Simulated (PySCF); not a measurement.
Species: 3,3,4,4,5,5,5-heptafluoropent-1-ene, C5H3F7.
SMILES with atom numbers: `[CH2:1]=[CH:2][C:3]([F:4])([F:5])[C:6]([F:7])([F:8])[C:9]([F:10])([F:11])[F:12]` (hydrogens: H13, H14 on C1; H15 on C2)

Structure used (PBE0-D3(BJ)/def2-SVP), in Å, numbered top down from 1:
```
atom  x, y, z in Å
C1     2.627    0.215   -0.035
C2     1.490    0.351   -0.710
C3     0.185    0.638   -0.038
F4    -0.409    1.702   -0.620
F5     0.346    0.912    1.270
C6    -0.786   -0.559   -0.151
F7    -0.990   -0.810   -1.454
F8    -0.209   -1.627    0.414
C9    -2.172   -0.382    0.510
F10   -2.890   -1.475    0.290
F11   -2.811    0.656   -0.004
F12   -2.046   -0.213    1.817
H13    2.651    0.306    1.053
H14    3.568    0.012   -0.552
H15    1.434    0.255   -1.797
```

Level: PBE0/pcSseg-1 in PySCF, non-relativistic, on one gas-phase PBE0-D3(BJ)/def2-SVP geometry that isn't relaxed in the solvent. The solvent is an IEF-PCM continuum (van der Waals radii × 1.2). Only the electrostatic response of the medium enters.

Gas phase at PBE0/pcSseg-1: HOMO -8.86 eV, LUMO -1.03 eV, dipole 2.47 D.

**Question.** What does the continuum do to the energy, the frontier levels and the dipole at PBE0/pcSseg-1 in benzene and water?

**Answer.** 
| solvent | ε | E(solvent) − E(gas) (kcal/mol) | polarisation term (kcal/mol) | distortion of the solute (kcal/mol) | HOMO (eV) | LUMO (eV) | dipole (D) |
| --- | --- | --- | --- | --- | --- | --- | --- |
| benzene | 2.271 | -1.28 | -1.34 | 0.06 | -8.70 | -0.87 | 2.69 |
| water | 78.36 | -2.83 | -3.11 | 0.28 | -8.57 | -0.74 | 2.93 |

The polarisation term is half the interaction of the solute with the surface charges that it induces; the rest is the cost of distorting the solute's density. The sum is the electrostatic part of solvation alone. From benzene to water the lowering changes by a factor 2.21, Onsager's factor (ε − 1)/(2ε + 1) by 2.14 and ε itself by 34.5.

**Question.** Which radius a makes the point-dipole formula ΔE = −[(ε − 1)/(2ε + 1)]·μ²/a³ give the value in water, with the gas-phase dipole?

**Answer.** μ = 0.970 au and |ΔE| = 0.00451 Eh give a = 2.48 Å; the farthest nucleus lies 3.61 Å from the centroid of the nuclei, so such a sphere wouldn't even hold the nuclei. The formula assumes a rigid point dipole at the centre of a sphere.

**Question.** Give the dipole vector in the frame of the coordinates (D, pointing from negative to positive charge), gas and water.

**Answer.** Gas (2.38, -0.23, -0.59), solvent (2.83, -0.32, -0.71). Its length changes by +19 % and its direction by less than 1°.

**Question.** Which Hirshfeld charges (PBE0/pcSseg-1) respond most in benzene (means over atoms taken as equivalent)?

**Answer.** 
| atoms | environment | gas (e) | solvent (e) | change |
| --- | --- | --- | --- | --- |
| H14 | vinylic hydrogen | +0.065 | +0.070 | +0.005 |
| H15 | vinylic hydrogen | +0.055 | +0.058 | +0.003 |
| F4/F5 | fluorine of a CF2 group | -0.083 | -0.085 | -0.002 |
| C1 | terminal =CH2 carbon | -0.067 | -0.064 | +0.003 |
| C2 | alkene CH carbon | -0.077 | -0.080 | -0.003 |
| H13 | vinylic hydrogen | +0.053 | +0.055 | +0.002 |
| F10/F11/F12 | fluorine of a CF3 group | -0.080 | -0.081 | -0.001 |
| F7/F8 | fluorine of a CF2 group | -0.077 | -0.078 | -0.001 |
| C3 | CF2 carbon | +0.159 | +0.158 | -0.001 |
| C9 | CF3 carbon | +0.236 | +0.236 | 0.000 |
| C6 | CF2 carbon | +0.137 | +0.137 | 0.000 |
